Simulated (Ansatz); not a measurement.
CH$_{4}$OSiZn. The species carries charge 0 and has multiplicity 1. The bonds changed during the relaxation, so this is another structure than the one it started from. Geometry: relaxed with PBE0-D4/def2-TZVP.

```xyz
8

C    -0.651   -0.363   -0.683
O     0.537    0.505   -0.579
Zn    3.049   -1.137   -0.472
Si   -0.365    0.594    0.819
H    -0.396   -1.420   -0.742
H    -1.345   -0.036   -1.454
H     0.226   -0.016    2.029
H    -1.056    1.874    1.080
```

(1) What is the dipole moment at B3LYP/def2-TZVPP? (An estimate is asked.)

(2) And with PBE, r2SCAN, ωB97M-V? (Best estimate.)

(3) Give the Mulliken charges with B3LYP, ωB97M-V, PBE in def2-TZVPP. (An estimate is asked.)

## Answers

(1) Ansatz gave: 2.41 D, with components (-2.10, 0.26, 1.15) D in this frame, pointing from negative to positive charge.

(2) Ansatz gave: PBE 2.14 D, r2SCAN 2.32 D, ωB97M-V 2.46 D.

(3) Computed: 
```csv
atom,B3LYP,ωB97M-V,PBE
C1,-0.11,-0.17,-0.10
O2,-0.41,-0.40,-0.33
Zn3,-0.02,-0.02,-0.02
Si4,0.44,0.39,0.36
H5,0.10,0.11,0.09
H6,0.11,0.12,0.10
H7,-0.05,-0.01,-0.05
H8,-0.06,-0.02,-0.05
```

B3LYP here is the variant with VWN-RPA as its local correlation; programs differ in this.
